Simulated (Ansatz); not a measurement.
Geometry optimisation of `NB(Cl)CO`.

```yaml
crystal:
  periodic: [false, false, false]
  atoms:
    - {symbol: N, position_ang: [0.496440, 1.117750, 0.866180]}
    - {symbol: B, position_ang: [-0.173810, -0.085660, 0.770940]}
    - {symbol: Cl, position_ang: [-1.016150, -0.703410, 2.153990]}
    - {symbol: C, position_ang: [-0.177280, -0.893530, -0.609530]}
    - {symbol: O, position_ang: [0.273830, -0.121870, -1.723340]}
    - {symbol: H, position_ang: [0.556440, 1.673900, 1.702400]}
    - {symbol: H, position_ang: [1.031990, 1.482840, 0.095040]}
    - {symbol: H, position_ang: [-1.160270, -1.330400, -0.836350]}
    - {symbol: H, position_ang: [0.520550, -1.735580, -0.555420]}
    - {symbol: H, position_ang: [-0.351740, 0.595970, -1.863910]}
basis:
  gaussian: {orbitals: def2-TZVP}
hamiltonian: {xc: pbe0, dispersion: d4}
relax: {f_tol: 0.005, max_steps: 150}
```

```sh
$ ansatz run in.yaml --threads 2 --pin off --events-out ev --progress --plain --max-ram 32768MiB --backend cuda --devices 0, --max-vram 18GiB
```

Shortened log:

```
Functional definition: PBE0
mean field -17849.18192509 eV, -655.9453371370 hartree, gradient 1.8e-5 eV, S^2 0.000000; 0 other end points of the search recorded, 0 dependent functions left out
relax step   1: F+E_penalty+E_count = -17849.34457506 eV  Δ(F+E_penalty+E_count) = +0.000e0 eV  max|allowed force component| = 1.053e0 eV/Å  Δτ_max = 0.0000 Å  (28 SCF iters, accepted)
mean field -17849.20961072 eV, -655.9463545652 hartree, gradient 8.3e-6 eV, S^2 0.000000; 0 other end points of the search recorded, 0 dependent functions left out
relax step   2: F+E_penalty+E_count = -17849.37236489 eV  Δ(F+E_penalty+E_count) = -2.779e-2 eV  max|allowed force component| = 5.897e-1 eV/Å  Δτ_max = 0.0423 Å  (32 SCF iters, accepted)
mean field -17849.22115000 eV, -655.9467786260 hartree, gradient 8.4e-6 eV, S^2 0.000000; 0 other end points of the search recorded, 0 dependent functions left out
relax step   3: F+E_penalty+E_count = -17849.38370934 eV  Δ(F+E_penalty+E_count) = -1.134e-2 eV  max|allowed force component| = 1.363e-1 eV/Å  Δτ_max = 0.0433 Å  (31 SCF iters, accepted)
mean field -17849.22184923 eV, -655.9468043222 hartree, gradient 2.7e-5 eV, S^2 0.000000; 0 other end points of the search recorded, 0 dependent functions left out
relax step   4: F+E_penalty+E_count = -17849.38426072 eV  Δ(F+E_penalty+E_count) = -5.514e-4 eV  max|allowed force component| = 1.471e-1 eV/Å  Δτ_max = 0.0380 Å  (30 SCF iters, accepted)
mean field -17849.22333693 eV, -655.9468589942 hartree, gradient 2.7e-5 eV, S^2 0.000000; 0 other end points of the search recorded, 0 dependent functions left out
relax step   5: F+E_penalty+E_count = -17849.38544070 eV  Δ(F+E_penalty+E_count) = -1.180e-3 eV  max|allowed force component| = 1.096e-1 eV/Å  Δτ_max = 0.0500 Å  (31 SCF iters, accepted)
mean field -17849.22460814 eV, -655.9469057103 hartree, gradient 8.1e-6 eV, S^2 0.000000; 0 other end points of the search recorded, 0 dependent functions left out
relax step   6: F+E_penalty+E_count = -17849.38693379 eV  Δ(F+E_penalty+E_count) = -1.493e-3 eV  max|allowed force component| = 2.918e-2 eV/Å  Δτ_max = 0.0141 Å  (32 SCF iters, accepted)
mean field -17849.22489140 eV, -655.9469161197 hartree, gradient 2.7e-5 eV, S^2 0.000000; 0 other end points of the search recorded, 0 dependent functions left out
relax step   7: F+E_penalty+E_count = -17849.38727187 eV  Δ(F+E_penalty+E_count) = -3.381e-4 eV  max|allowed force component| = 2.405e-2 eV/Å  Δτ_max = 0.0105 Å  (31 SCF iters, accepted)
mean field -17849.22515037 eV, -655.9469256367 hartree, gradient 2.6e-5 eV, S^2 0.000000; 0 other end points of the search recorded, 0 dependent functions left out
relax step   8: F+E_penalty+E_count = -17849.38749984 eV  Δ(F+E_penalty+E_count) = -2.280e-4 eV  max|allowed force component| = 1.481e-2 eV/Å  Δτ_max = 0.0344 Å  (29 SCF iters, accepted)
mean field -17849.22077100 eV, -655.9467646980 hartree, gradient 2.7e-5 eV, S^2 0.000000; 0 other end points of the search recorded, 0 dependent functions left out
relax step   9: F+E_penalty+E_count = -17849.38312139 eV  Δ(F+E_penalty+E_count) = +4.378e-3 eV  max|allowed force component| = 1.878e-1 eV/Å  Δτ_max = 0.0215 Å  (31 SCF iters, rejected (line search))
mean field -17849.22522495 eV, -655.9469283776 hartree, gradient 8.2e-6 eV, S^2 0.000000; 0 other end points of the search recorded, 0 dependent functions left out
relax step  10: F+E_penalty+E_count = -17849.38758237 eV  Δ(F+E_penalty+E_count) = -8.252e-5 eV  max|allowed force component| = 1.112e-2 eV/Å  Δτ_max = 0.0089 Å  (32 SCF iters, accepted)
mean field -17849.22523198 eV, -655.9469286358 hartree, gradient 8.2e-6 eV, S^2 0.000000; 0 other end points of the search recorded, 0 dependent functions left out
relax step  11: F+E_penalty+E_count = -17849.38758909 eV  Δ(F+E_penalty+E_count) = -6.723e-6 eV  max|allowed force component| = 1.140e-2 eV/Å  Δτ_max = 0.0027 Å  (33 SCF iters, accepted)
mean field -17849.22524363 eV, -655.9469290640 hartree, gradient 8.2e-6 eV, S^2 0.000000; 0 other end points of the search recorded, 0 dependent functions left out
relax step  12: F+E_penalty+E_count = -17849.38760217 eV  Δ(F+E_penalty+E_count) = -1.308e-5 eV  max|allowed force component| = 3.108e-3 eV/Å  Δτ_max = 0.0017 Å  (33 SCF iters, accepted)
mean field -17849.22524363 eV, -655.9469290640 hartree, gradient 8.2e-6 eV, S^2 0.000000; 1 other end points of the search recorded, 0 dependent functions left out
Total energy: -17849.38763192 eV, -655.9528967236 hartree
Atom 0 at     0.479434     1.142254     0.876345 Å, force     0.000545     0.000491     0.001761 eV/Å
Atom 1 at    -0.154417    -0.081651     0.767884 Å, force     0.003108    -0.002185    -0.000039 eV/Å
Atom 2 at    -0.933160    -0.810315     2.188678 Å, force    -0.002012    -0.000083     0.000814 eV/Å
Atom 3 at    -0.185356    -0.855034    -0.604447 Å, force     0.001586    -0.000546    -0.000588 eV/Å
Atom 4 at     0.358956    -0.105609    -1.690352 Å, force     0.000463     0.000588    -0.000849 eV/Å
Atom 5 at     0.553366     1.668551     1.728981 Å, force     0.000234     0.000410    -0.000874 eV/Å
Atom 6 at     0.968485     1.522393     0.081986 Å, force    -0.001291     0.000575    -0.000596 eV/Å
Atom 7 at    -1.195978    -1.218516    -0.832946 Å, force    -0.001955    -0.000772     0.000422 eV/Å
Atom 8 at     0.427257    -1.759594    -0.513052 Å, force    -0.001215     0.002173    -0.000200 eV/Å
Atom 9 at    -0.318588     0.497530    -2.003078 Å, force     0.000536    -0.000651     0.000151 eV/Å
Dipole moment:    -0.018564     0.418630    -0.121638 e Å
```

It took 26 s on 2 threads of an AMD EPYC 7R13 on a shared host and a share of an NVIDIA H100 80 GB, with 0.88 GiB of host memory at the peak.
